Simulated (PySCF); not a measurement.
TlP, CCSD(T): how much the basis matters

PySCF, UHF reference; triplet, unpaired electrons π ↑↑; De to Tl + P without counterpoise correction. Frozen cores follow the default of each basis and core potential.

| basis | relativity | functions | Re (Å) | ωe (cm⁻¹) | De (eV) | frozen orbitals |
| --- | --- | --- | --- | --- | --- | --- |
| def2-SVP | scalar-relativistic core potentials | 44 | 2.761 | 226 | 1.22 | 9 |
| def2-SVPD | scalar-relativistic core potentials | 56 | 2.777 | 224 | 1.42 | 9 |
| x2c-TZVPPall | spin-free X2C | 125 | 2.726 | 230 | 1.58 | 39 |

Q: How does each smaller set differ from the one with most functions, x2c-TZVPPall?

A: def2-SVP: +3.5 pm, -1.7 % in ωe, -0.36 eV in De; def2-SVPD: +5.1 pm, -2.6 % in ωe, -0.16 eV in De. All at CCSD(T); the set with most functions is neither the basis-set limit nor always the best. The rows treat relativity differently, so the differences are not basis effects alone.

Correlated steps freeze the inner cores (9 to 39 orbitals); shallow outer-core shells are correlated. Correlated levels converge slowly with the basis: in double zeta they bind strong bonds too weakly, by up to about 1 eV, and carry superposition errors of some tenths. Spin–orbit coupling is left out, which matters for elements this heavy, above all for dissociation energies. The state is the lowest determinant that a PBE0 search found; another state may lie lower at other levels.
